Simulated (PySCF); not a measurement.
Worked example for GeCl2: electron affinity to the radical anion

Structure: `[Cl][Ge][Cl]` (Cl2Ge).

These are calculated values, PBE0-D3(BJ)/ma-def2-SVP in PySCF (grid level 2) at geometries from PBE0-D3(BJ)/ma-def2-SVP. The prefix ma- adds one diffuse s and one diffuse p function on all atoms but H. Zero-point energies come from unscaled GFN2-xTB harmonic frequencies. These were taken at the GFN2-xTB minima.

| state | structure | E / Eh |
| --- | --- | --- |
| parent | parent | -2996.389291 |
| radical anion | parent | -2996.441682 |
| radical anion | radical anion | -2996.450081 |
| parent | radical anion | -2996.380006 |

Zero-point energy of the radical anion less that of the parent: -0.017 eV. 1 Eh = 27.2114 eV.

Question: Work out the vertical and adiabatic electron affinity.

Answer: Vertical: (-2996.389291) − (-2996.441682) = 0.052391 Eh = 1.43 eV. Adiabatic: 0.060790 Eh = 1.654 eV, and 1.67 eV with zero-point energy.

Question: And the inner reorganisation energy of self-exchange?

Answer: The radical anion relaxes by 228.5 meV and the parent by 252.7 meV, so λ = 481 meV.

Caveats: ma-def2-SVP is a small basis, whose errors can reach tens of kJ/mol; spin-orbit coupling is left out of the energies, which matters for open shells on the heavier atoms; atoms from Ga to Kr are treated without relativity.
